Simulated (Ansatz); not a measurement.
BF2H4NSi (`BN[SiH](F)F`), 9 atoms. The species carries charge 0 and has multiplicity 1. All runs use 2 threads of an Intel Xeon Platinum 8488C on a shared host. Correlated methods freeze the cores.

(1) How many basis functions does each run have, and how long does it take in Ansatz? direct RPA on PBE orbitals/def2-TZVPP energy; RHF-CCSD(T)/def2-TZVPP energy; RKS r2SCAN-D4/def2-TZVPP energy and forces; RKS SPW92 (LDA)/def2-TZVPP energy; RKS ωB97M-V/def2-QZVPP energy; RHF-MP2/def2-QZVPP energy; RKS PBE0-D4/def2-TZVP frequencies; RHF-CCSD(T)/def2-SVP energy; RKS PBE0-D4/def2-TZVP relaxation (7 steps); RKS r2SCANh-D4/def2-TZVPP energy; RKS CAM-B3LYP-D4/def2-TZVPP energy; RKS ωB97M-V/def2-SVP energy. (An estimate is asked.)

Results:

(1) Ansatz gave: Other jobs shared the machine, so times are rough.

```csv
level,job,functions,wall time,peak host memory (GiB)
RKS SPW92 (LDA)/def2-TZVPP,energy,222,1.5 s,0.27
RKS CAM-B3LYP-D4/def2-TZVPP,energy,222,3.7 s,0.55
RKS r2SCAN-D4/def2-TZVPP,energy and forces,222,4.5 s,0.3
RHF-CCSD(T)/def2-SVP,energy,94,4.8 s,0.39
RKS ωB97M-V/def2-SVP,energy,94,5 s,0.29
RKS r2SCANh-D4/def2-TZVPP,energy,222,6 s,0.51
direct RPA on PBE orbitals/def2-TZVPP,energy,222,7 s,0.48
RKS ωB97M-V/def2-QZVPP,energy,418,20 s,1.4
RHF-MP2/def2-QZVPP,energy,418,25 s,2.1
RKS PBE0-D4/def2-TZVP,relaxation (7 steps),185,32 s,0.44
RHF-CCSD(T)/def2-TZVPP,energy,222,2.1 min,3.7
RKS PBE0-D4/def2-TZVP,frequencies,185,2.2 min,0.44
```
